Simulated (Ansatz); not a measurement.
```yaml
crystal:
  periodic: [false, false, false]
  atoms:
    - {symbol: C, position_ang: [0.974038, -0.229092, -1.899549]}
    - {symbol: N, position_ang: [1.189335, 0.470981, -0.629211]}
    - {symbol: Al, position_ang: [-0.213729, 0.237695, 0.829217]}
    - {symbol: C, position_ang: [-0.160580, -1.696999, 1.219792]}
    - {symbol: C, position_ang: [-1.858922, 0.961002, 0.011509]}
    - {symbol: O, position_ang: [0.689447, 1.292762, 1.879773]}
    - {symbol: H, position_ang: [0.026975, 0.098327, -2.327450]}
    - {symbol: H, position_ang: [1.774911, -0.044750, -2.618798]}
    - {symbol: H, position_ang: [0.906673, -1.299340, -1.706378]}
    - {symbol: H, position_ang: [1.259847, 1.474539, -0.770687]}
    - {symbol: H, position_ang: [2.067370, 0.191942, -0.201133]}
    - {symbol: H, position_ang: [-0.550741, -2.308691, 0.398067]}
    - {symbol: H, position_ang: [-0.776155, -1.937717, 2.094150]}
    - {symbol: H, position_ang: [0.848848, -2.058126, 1.447992]}
    - {symbol: H, position_ang: [-2.666103, 1.029763, 0.749834]}
    - {symbol: H, position_ang: [-2.244109, 0.332265, -0.799601]}
    - {symbol: H, position_ang: [-1.726040, 1.971944, -0.390755]}
    - {symbol: H, position_ang: [0.421537, 1.524596, 2.765029]}
basis:
  gaussian: {orbitals: def2-mTZVPP, fitting: {mean_field: def2-universal-jkfit}, nuclear_model: gaussian}
hamiltonian: {xc: {name: HF}}
correlation: {method: mp2, frozen_orbitals: {C: 9}}
```

```sh
$ ansatz run in.yaml --threads 4 --pin off --events-out ev --progress --plain --max-ram 11315MiB
```

Output, abridged:

```
Functional definition: HF
Error: "frozen_orbitals" has no count for N
```

Q: Something in this input is off. What?

A: Frozen orbitals are typed for one element alone, and the program wants a count for each. The input was rejected before any iteration.
